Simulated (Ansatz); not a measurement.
A run for Ansatz (a first-principles code): R-CCSD(T)/def2-TZVPP on HISSi (SMILES S[Si]I), a point of a torsion scan. Elements past Kr take the def2 small-core potentials; no spin–orbit coupling. The run froze 19 orbitals, filled d shells among them.

Ansatz 0.2 input:
```yaml
crystal:
  periodic: [false, false, false]
  atoms:
    - {symbol: S, position_ang: [-1.37866548, 0.41837494, 0.46248573]}
    - {symbol: Si, position_ang: [0.64883852, 0.94099380, -0.23612506]}
    - {symbol: I, position_ang: [0.19231187, 2.53470160, -2.10139487]}
    - {symbol: H, position_ang: [-1.47651602, -0.60911894, -0.37105028]}
basis:
  gaussian:
    orbitals: def2-TZVPP
magnetization: {spin_polarized: false}
correlation: {method: ccsd_t, electrons: outside_noble_gas}
scf: {lower_state_search: off}
```

Output:

```
WARN ansatz: RAYON_NUM_THREADS=1 ignored (pool sized by the plan → 1); use --threads N
Functional definition: HF
these checks for a lower state are left out or cut short: stability, starts, cluster_reference, orbital_swaps, neighbouring_geometries, increment
integrals: 0.33 GiB planned
1047 factors; integrals over basis functions are off by at most 6.8e-4 eV
mean field: 0.46 GiB planned
mean field evaluation 1: about -26767.7866 eV, gradient 1.7e1 eV
mean field evaluation 2: about -26767.9053 eV, gradient 1.7e1 eV
mean field evaluation 4: about -26769.1653 eV, gradient 2.7e0 eV
mean field evaluation 8: about -26769.2214 eV, gradient 3.9e-1 eV
mean field evaluation 16: about -26769.2230 eV, gradient 3.1e-6 eV
mean field -26769.22302097 eV, -983.7508011897 hartree, gradient 3.1e-6 eV, S^2 0.000000; 0 other end points of the search recorded, 0 dependent functions left out
19 core orbitals not correlated
reference -26769.22302097 eV, -983.7508011897 hartree; 9, 9 occupied and 120, 120 virtual orbitals, 1047 factors
second order -11.19873841 eV of doubles, -0.00000000 eV of singles
coupled cluster: 0.86 GiB planned
cycle   1  -11.89417194 eV  change   -7.0e-1 eV  update   9.9e-2
cycle   2  -12.23867915 eV  change   -3.4e-1 eV  update   3.3e-2
cycle   3  -12.32904748 eV  change   -9.0e-2 eV  update   2.0e-2
cycle   4  -12.32060931 eV  change    8.4e-3 eV  update   6.5e-3
cycle   5  -12.31874633 eV  change    1.9e-3 eV  update   3.1e-3
cycle   6  -12.31903881 eV  change   -2.9e-4 eV  update   1.2e-3
cycle   7  -12.31893197 eV  change    1.1e-4 eV  update   5.4e-4
cycle   8  -12.31902604 eV  change   -9.4e-5 eV  update   2.4e-4
cycle   9  -12.31903287 eV  change   -6.8e-6 eV  update   1.2e-4
cycle  10  -12.31896664 eV  change    6.6e-5 eV  update   6.3e-5
cycle  11  -12.31899712 eV  change   -3.0e-5 eV  update   3.3e-5
cycle  12  -12.31900720 eV  change   -1.0e-5 eV  update   1.7e-5
perturbative correction -0.63063573 eV, -0.0231754357 hartree
Total energy: -26782.17266390 eV, -984.2266917898 hartree
Checks for a lower state left out: stability, starts, cluster_reference, orbital_swaps, neighbouring_geometries, increment
```

The run converged.

Cost: roughly 12 core-seconds.
